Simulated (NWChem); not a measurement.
C₂H₂ClF₃; SMILES FC(F)[C@H](F)Cl

```xyz
8

F     -0.2295    -2.0462     0.5959
C      0.4582    -0.9000     0.3194
F      1.0352    -1.0228    -0.8997
C     -0.5409     0.2660     0.3232
F     -1.4316     0.1144    -0.6890
Cl     0.3508     1.8144     0.1585
H      1.2466    -0.7499     1.0926
H     -1.0806     0.2992     1.2935
```
Atoms are numbered in this order, from 1.

Program: NWChem. Structure relaxed at the PBE-D3(BJ)/def2-SVP level.

### Question
Taking B3LYP/def2-TZVPP as the yardstick, which of these has the fewest basis functions while keeping “highest occupied level (eV)” within 0.1 eV of it: B3LYP/def2-TZVP; B3LYP/def2-SVPD; B3LYP/def2-SVP?

### Answer
B3LYP/def2-TZVP.
```tsv
level	basis functions	highest occupied level (eV)	relative time (rough)
B3LYP/def2-SVP	98	-8.74	1
B3LYP/def2-SVPD	152	-9.17	3
B3LYP/def2-TZVP	204	-9.02	4
B3LYP/def2-TZVPP	225	-9.02	6
```

The yardstick is one finite set, not the basis-set limit.
